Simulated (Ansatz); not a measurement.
Spectroscopic constants of PN-, multiplicity 2 (lowest of 2S+1 = 2, 4 at CCSD(T)/def2-TZVPP on PBE0 minima; our sources give no spin for the ground state, which may be another). The T1 diagnostic near the minimum is 0.079, so single-reference values are doubtful.

Seven points along R, fitted to fifth degree in 1/R; most abundant isotopes. Runs in def2 and cc sets follow the lowest solution found near the PBE0 minimum.

Programs: Ansatz (Gaussian orbitals). Values without a source in brackets are computed.

Q: What bond length and harmonic frequency does r2SCAN/def2-TZVPP give?

A: r_e = 1.553 Å, ω_e = 1156 cm⁻¹.

Q: What bond length and harmonic frequency does B3LYP/def2-TZVPP give?

A: r_e = 1.550 Å, ω_e = 1161 cm⁻¹.

Q: What bond length and harmonic frequency does PBE0/def2-TZVPP give?

A: r_e = 1.545 Å, ω_e = 1188 cm⁻¹.

Ansatz is a first-principles code.
